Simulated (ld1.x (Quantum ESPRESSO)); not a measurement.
**Reading a pseudo-wave (hydrogen)**

Columns: radius, all-electron u(r) and pseudo u(r) of the 1s shell (level -12.68 eV) of hydrogen in the configuration 1s0.5; PBE, scalar-relativistic, TM scheme, ld1.x (Quantum ESPRESSO) 7.5.

```
r (bohr)  all-electron  pseudo
   0.055        0.1124  0.0946
   0.110        0.2123  0.1873
   0.165        0.3009  0.2760
   0.220        0.3789  0.3590
   0.275        0.4472  0.4347
   0.330        0.5066  0.5019
   0.385        0.5579  0.5598
   0.440        0.6018  0.6082
   0.495        0.6389  0.6476
   0.550        0.6699  0.6787
   0.605        0.6953  0.7027
   0.660        0.7156  0.7209
   0.715        0.7314  0.7345
   0.770        0.7430  0.7445
   0.825        0.7509  0.7515
   0.880        0.7556  0.7557
   0.935        0.7572  0.7572
   0.990        0.7562  0.7562
   1.045        0.7528  0.7528
   1.100        0.7474  0.7474
   1.155        0.7401  0.7401
   1.210        0.7313  0.7313
   1.265        0.7210  0.7210
   1.320        0.7096  0.7096
   1.375        0.6971  0.6971
   1.430        0.6838  0.6838
```

(1) How many radial nodes do the two functions have?

(2) At about which radius was the pseudo-wave matched?

(3) Where does each function peak?

(4) Is the pseudo-wave norm-conserving?

Answers

(1) The all-electron 1s function has n − l − 1 = 0; the pseudo-wave has 0.

(2) 1.00 bohr. The columns agree to 0.0005 from 0.88 bohr on; several derivatives are matched, so the curves merge somewhat inside the radius.

(3) Outermost all-electron maximum near 0.94 bohr, pseudo maximum near 0.94 bohr (to the table’s step).

(4) Yes: the TM scheme keeps the norm inside the radius equal to the all-electron one, which fixes the energy derivative of the logarithmic derivative at the level.
